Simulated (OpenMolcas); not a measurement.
# Ga III: from CASSCF to CASPT2

- Program: OpenMolcas
- Basis: ANO-RCC-VTZP [6s5p3d1f]
- Scalar Hamiltonian: DKH2, point nucleus
- Active space: 1 electron in 4 orbitals (4s 4p)
- State averaging: 2S+1 = 2 even, 1 root; 2S+1 = 2 odd, 3 roots
- Spin-orbit coupling: state interaction with AMFI integrals over the reference wave functions, term energies averaged over their components

Methods on the same reference wave functions:
A. CASSCF
B. SS-CASPT2, IPEA 0.25 Eh, imaginary shift 0.1 Eh (closed shells correlated: 3d)
C. XMS-CASPT2, IPEA 0.25 Eh, imaginary shift 0.1 Eh (closed shells correlated: 3d)

Energies in eV above 4s ²S_1/2, the measured ground level; measured values from Shirai, Reader, Kramida and Sugar, J. Phys. Chem. Ref. Data 36, 509 (2007).

```tsv
Level	A	B	C	Measured
4s ²S_1/2	0.0000	0.0000	0.0000	0.0000
4p ²P°_1/2	7.7954	8.081	8.063	8.0800
4p ²P°_3/2	7.9667	8.252	8.235	8.2930
```

Deviations, from unrounded energies. A percentage is the sum of absolute deviations over the sum of measured energies, with the sign that they share, or ± where signs differ.

```csv
Against measurement,Levels,A,B,C
mean absolute deviation (cm-1),2,2500,170,300
other configurations (%),2,-3.7,±0.3,-0.5
```

B lies closest to measurement on these levels and A furthest from it. The largest miss of B in the table is 4p ²P°_3/2, by -330 cm-1. The ranking rests on the paired levels alone, and a cruder setting can come out closer through cancelling errors.

Between B and C the level of the table that moves most is 4p ²P°_3/2, by 140 cm-1 (lowest in C, highest in B).

The lowest spin-free term lies below A's lowest term by 0.376 hartree in B, 0.376 hartree in C.

With one active electron the reference holds no correlation, so core polarisation is missing (holds for A). With one active electron, CASPT2 adds the correlation within the correlated inactive shells and between them and that electron, and leaves the splitting within a term as the reference gives it (holds for B; C). Measured partners are found by configuration, term and J. A level has none where our copy of the source lacks it or the pairing is in doubt (some pairs that miss far off the trend of their configuration count as doubtful), and it then counts in no deviation. Only configurations of the active space appear.

° marks odd parity.
